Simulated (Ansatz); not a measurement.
Ansatz results at the PBE0-D4/def2-TZVP geometry: LUMO energy (B3LYP/def2-TZVPP) -1.68 eV; HOMO–LUMO gap (B3LYP/def2-TZVPP) 6.35 eV; LUMO energy (ωB97M-V/def2-TZVPP) 0.53 eV.

Each molecule was computed in one conformer, which needn't be the lowest.

Q: Which molecule gave them?
A. `F[SiH2]N[Si](F)(Cl)Cl`
B. `[SiH3]/C=C\[SiH2]Cl`
C. `O[SiH](O)O[Si](O)(F)F`
D. `CO[SiH2]S[SiH2]OC`

A: B. The others give `CO[SiH2]S[SiH2]OC`: -0.29, 6.92, 1.62; `O[SiH](O)O[Si](O)(F)F`: -0.31, 8.80, 1.56; `F[SiH2]N[Si](F)(Cl)Cl`: -0.18, 8.42, 1.73.

B3LYP here is the variant with VWN-RPA as its local correlation; programs differ in this.
